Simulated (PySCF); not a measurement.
## Cu³⁺ (copper, charge +3) across methods

[Ar] 3d8, high-spin 3F determinant. Calculation: PySCF 2.14, in x2c-TZVPPall with one added diffuse shell each of s, p, d, f type (7s6p5d3f1g, 80 functions); the spin-free X2C one-electron Hamiltonian (Gaussian nucleus).

```
method  E (hartree)  mean ε 3p β (eV)  mean ε 3d α (eV)  mean ε 3d β (eV)  Σ⟨r²⟩ (bohr²)   ⟨S²⟩
PBEsol    -1650.692           -116.04           -49.865           -47.862          12.90  2.000
   UHF  -1651.00950           -134.47           -61.965           -59.131          12.63  2.002
revPBE    -1652.248           -116.11           -49.791           -47.919          12.90  2.001
M06-2X    -1652.390           -125.81           -56.662           -54.179          12.76  2.001
r2SCAN    -1652.333           -117.76           -50.346           -48.496          12.79  2.001
  PBE0    -1652.117           -121.09           -53.144           -51.049          12.81  2.001
   PBE    -1652.076           -116.17           -49.879           -47.997          12.91  2.001
  MN15    -1653.319           -120.45           -53.938           -51.608          12.86  2.001
```

(1) Estimate the same row for LDA.

Answers

(1) E (hartree) = -1649.388; mean ε 3p β (eV) = -116.26; mean ε 3d α (eV) = -50.188; mean ε 3d β (eV) = -48.105; Σ⟨r²⟩ (bohr²) = 12.92; ⟨S²⟩ = 2.001.
